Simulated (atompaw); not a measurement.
**u(r) = r·R(r): atom against pseudo-atom (tantalum (Ta))**

Columns: radius, all-electron u(r) and pseudo u(r) of the 5d shell (level -4.26 eV) of tantalum in the configuration [Kr] 4d10 4f14 5s2 5p6 5d3 6s1.5 6p0.5; PBE, scalar-relativistic, PAW (atompaw) scheme, atompaw 4.2.0.5.

```json
{"r (bohr)": "0.106", "all-electron": "0.1969", "pseudo": "0.0004"}
{"r (bohr)": "0.212", "all-electron": "0.0101", "pseudo": "0.0031"}
{"r (bohr)": "0.317", "all-electron": "-0.2453", "pseudo": "0.0103"}
{"r (bohr)": "0.423", "all-electron": "-0.2987", "pseudo": "0.0237"}
{"r (bohr)": "0.529", "all-electron": "-0.1940", "pseudo": "0.0448"}
{"r (bohr)": "0.635", "all-electron": "-0.0238", "pseudo": "0.0743"}
{"r (bohr)": "0.740", "all-electron": "0.1523", "pseudo": "0.1119"}
{"r (bohr)": "0.846", "all-electron": "0.3106", "pseudo": "0.1577"}
{"r (bohr)": "0.952", "all-electron": "0.4401", "pseudo": "0.2101"}
{"r (bohr)": "1.058", "all-electron": "0.5397", "pseudo": "0.2673"}
{"r (bohr)": "1.163", "all-electron": "0.6115", "pseudo": "0.3266"}
{"r (bohr)": "1.269", "all-electron": "0.6610", "pseudo": "0.3865"}
{"r (bohr)": "1.375", "all-electron": "0.6915", "pseudo": "0.4438"}
{"r (bohr)": "1.481", "all-electron": "0.7070", "pseudo": "0.4959"}
{"r (bohr)": "1.587", "all-electron": "0.7109", "pseudo": "0.5407"}
{"r (bohr)": "1.692", "all-electron": "0.7061", "pseudo": "0.5761"}
{"r (bohr)": "1.798", "all-electron": "0.6948", "pseudo": "0.6016"}
{"r (bohr)": "1.904", "all-electron": "0.6787", "pseudo": "0.6166"}
{"r (bohr)": "2.010", "all-electron": "0.6592", "pseudo": "0.6212"}
{"r (bohr)": "2.115", "all-electron": "0.6378", "pseudo": "0.6168"}
{"r (bohr)": "2.221", "all-electron": "0.6147", "pseudo": "0.6047"}
{"r (bohr)": "2.327", "all-electron": "0.5908", "pseudo": "0.5869"}
{"r (bohr)": "2.433", "all-electron": "0.5665", "pseudo": "0.5654"}
{"r (bohr)": "2.538", "all-electron": "0.5425", "pseudo": "0.5423"}
{"r (bohr)": "2.644", "all-electron": "0.5184", "pseudo": "0.5184"}
{"r (bohr)": "2.750", "all-electron": "0.4948", "pseudo": "0.4948"}
```

Problem. How many radial nodes do the two functions have?

Solution. The all-electron 5d function has n − l − 1 = 2; the pseudo-wave has 0, since the states of the same l below it are removed with the core.

Problem. Where does each function peak?

Solution. Outermost all-electron maximum near 1.59 bohr, pseudo maximum near 2.01 bohr (to the table’s step).

Problem. Is the pseudo-wave norm-conserving?

Solution. No, it belongs to a PAW set: the norm inside the radius is not constrained, and the difference is carried by the augmentation charge.
